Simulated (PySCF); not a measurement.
Zn²⁺ (zinc, charge +2) across methods

[Ar] 3d9 4p1, one real determinant (an excited configuration). All numbers are calculated (PySCF 2.14, no relativity, point nucleus, in dyall-av2z). The B2PLYP total includes its PT2 part (frozen core); its orbital energies are those of the SCF part.

```tsv
method	E (hartree)	mean ε 3d α (eV)	mean ε 3d β (eV)	mean ε 4p α (eV)	Σ⟨r²⟩ (bohr²)	⟨S²⟩
CAM-B3LYP	-1777.877	-45.494	-44.195	-21.090	20.58	2.000
r2SCAN	-1777.756	-41.220	-39.885	-19.315	20.50	2.000
LDA	-1774.842	-41.048	-39.741	-19.224	20.54	2.000
PBEsol	-1776.106	-40.705	-39.416	-19.140	20.58	2.000
PBE	-1777.494	-40.701	-39.454	-19.178	20.61	2.000
UHF	-1776.34543	-53.158	-51.312	-21.520	20.72	2.001
PBE0	-1777.533	-44.056	-42.679	-19.886	20.58	2.000
r2SCAN0	-1777.735	-44.466	-43.031	-19.975	20.50	2.000
B2PLYP	-1777.486	-47.465	-45.956	-20.478	20.61	2.000
```

⟨L²⟩ = 8.00 against 12 for a pure F term, so this real determinant mixes terms.
